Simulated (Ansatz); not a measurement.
Reaction (redistribution): `[SiH3][SiH]1C=N1` + `B[CH]([GeH3])C=N` → `B[CH]([SiH3])[GeH3]` + `N=C[SiH]1C=N1`

Computed with Ansatz on PBE0-D4/def2-TZVP structures; ΔE is electronic, products minus reactants. CBS: MP2 limit from def2 TZ/QZ plus the TZ coupled-cluster correction, frozen cores. Functionals use def2-TZVPP. For Ge outer-core shells are correlated without core-valence functions, which leaves a few kJ/mol of doubt a bond. Scalar relativity is left out up to krypton. One conformer a species, not always the lowest.

Question: Is it downhill or uphill in electronic energy at CCSD(T)/CBS, and by how much? (An estimate is asked.)

Answer: Computed: Downhill: ΔE = -15.1 kJ/mol.

Question: What do these levels give: PBE-D4, PBE0-D4, SCS-MP2/def2-TZVPP, CCSD(T)/def2-TZVPP, HF/def2-QZVPP, CCSD/CBS(def2)? (Best estimate.)

Answer: The calculation gave: PBE-D4 2.2, PBE0-D4 -2.4, SCS-MP2/def2-TZVPP -19.6, CCSD(T)/def2-TZVPP -13.9, HF/def2-QZVPP -27.1, CCSD/CBS(def2) -17.6 kJ/mol.

Largest T1 diagnostic among the species: 0.017.

In def2-TZVPP, CCSD(T) changes the Hartree–Fock value by +12.7 kJ/mol (the triples alone add +2.6 kJ/mol) and MP2 by +9.6 kJ/mol. From PBE to PBE0 (25 % exact exchange), in def2-TZVPP and without D4, ΔE moves by −4.9 kJ/mol.
